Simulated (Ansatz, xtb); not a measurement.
Relaxing a trial structure of AlFH4NSi

The starting geometry of this gas-phase doublet was built from a drawn formula by distance geometry and a force field; its bonds are those of `N[SiH2][Al][F]`.

```json
{"atom": "Al", "x (Å)": "3.0322", "y (Å)": "-0.7575", "z (Å)": "-0.4800"}
{"atom": "F", "x (Å)": "2.7126", "y (Å)": "-2.3890", "z (Å)": "0.2118"}
{"atom": "N", "x (Å)": "-0.2439", "y (Å)": "0.0102", "z (Å)": "-0.1638"}
{"atom": "Si", "x (Å)": "1.2500", "y (Å)": "0.7334", "z (Å)": "-0.7082"}
{"atom": "H", "x (Å)": "-1.0594", "y (Å)": "0.6843", "z (Å)": "-0.3070"}
{"atom": "H", "x (Å)": "-0.3931", "y (Å)": "-0.8223", "z (Å)": "-0.8102"}
{"atom": "H", "x (Å)": "1.1014", "y (Å)": "1.1135", "z (Å)": "-2.1137"}
{"atom": "H", "x (Å)": "1.5382", "y (Å)": "1.9640", "z (Å)": "0.1451"}
```

Task: Predict what becomes of its bonds when it is optimised with r2SCAN-D4/def2-SVP.

Result: It keeps its bonds, and is `N[SiH2][Al][F]`.

The energy falls by 0.56 eV over 14 steps:

```
step  E − E(last) (eV)
   1             0.557
   2             0.193
   4             0.046
   5             0.039
   7             0.006
   8             0.002
  10             0.000
  11             0.000
  13             0.000
  14             0.000
```

Final geometry (Å):

```xyz
8

Al    3.0860   -0.7920   -0.0845
F     2.6175   -2.4021   -0.2040
N    -0.2381    0.0453   -0.2381
Si    1.2492    0.7837   -0.7561
H    -1.0922    0.5926   -0.1716
H    -0.4444   -0.9062   -0.5278
H     1.3790    1.1330   -2.2210
H     1.3811    2.0825   -0.0230
```

From the same start GFN2-xTB ends elsewhere, differing in Al1–N3 (2.12 against 3.43 Å here).

The end wasn't checked by frequencies. Open shells are spin-unrestricted. Run with Ansatz 0.2.0, 93 s on 2 threads of AMD EPYC 7R43 64-Core Processor (Zen 3), on a shared host.
